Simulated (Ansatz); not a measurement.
C3H10BNS (SMILES CB(S)N(C)C), singlet, at a GFN2-xTB geometry; Ansatz (a first-principles code) with PBE0/def2-SVP.

Input for Ansatz:
Ansatz 0.2 input:
```yaml
crystal:
  periodic: [false, false, false]
  atoms:
    - {symbol: B, position_ang: [0.41948062, 0.15759782, -0.28382565]}
    - {symbol: C, position_ang: [1.80007495, -0.21499453, -0.98262032]}
    - {symbol: H, position_ang: [2.49872323, -0.69071889, -0.29602993]}
    - {symbol: H, position_ang: [2.29204559, 0.67024316, -1.38097138]}
    - {symbol: H, position_ang: [1.65762004, -0.89778632, -1.82008241]}
    - {symbol: N, position_ang: [-0.31913438, -0.77230109, 0.44526151]}
    - {symbol: C, position_ang: [-1.51985226, -0.51837226, 1.21440981]}
    - {symbol: C, position_ang: [0.03687120, -2.17572119, 0.50880269]}
    - {symbol: H, position_ang: [-2.40729429, -0.89260054, 0.69236201]}
    - {symbol: H, position_ang: [-1.45020224, -1.02784635, 2.17907414]}
    - {symbol: H, position_ang: [-1.64506546, 0.54525372, 1.40505045]}
    - {symbol: H, position_ang: [0.29540112, -2.45898652, 1.53400859]}
    - {symbol: H, position_ang: [-0.81022515, -2.78873210, 0.18709971]}
    - {symbol: H, position_ang: [0.88251854, -2.38462774, -0.13674736]}
    - {symbol: S, position_ang: [-0.10846227, 1.88554100, -0.52861885]}
    - {symbol: H, position_ang: [-1.34415102, 1.82979210, -0.04711743]}
basis:
  gaussian:
    orbitals: def2-SVP
hamiltonian:
  xc: pbe0
```

The log (banner, timings and long lists left out):

```
Functional definition: PBE0
1588 factors; their error is unknown
mean field evaluation 1: about -16251.5648 eV, gradient 5.9e1 eV
mean field evaluation 2: about -16247.2833 eV, gradient 7.2e1 eV
mean field evaluation 4: about -16260.0911 eV, gradient 3.0e0 eV
mean field evaluation 8: about -16260.1095 eV, gradient 4.6e-2 eV
mean field evaluation 16: about -16260.1459 eV, gradient 4.0e-5 eV
mean field -16260.14589904 eV, -597.5493402668 hartree, gradient 4.0e-5 eV, S^2 0.000000; 0 other end points of the search recorded, 0 dependent functions left out
reference -16260.14592738 eV, -597.5493413084 hartree; 28, 28 occupied and 110, 110 virtual orbitals, 1588 factors
Total energy: -16260.14592738 eV, -597.5493413084 hartree
```
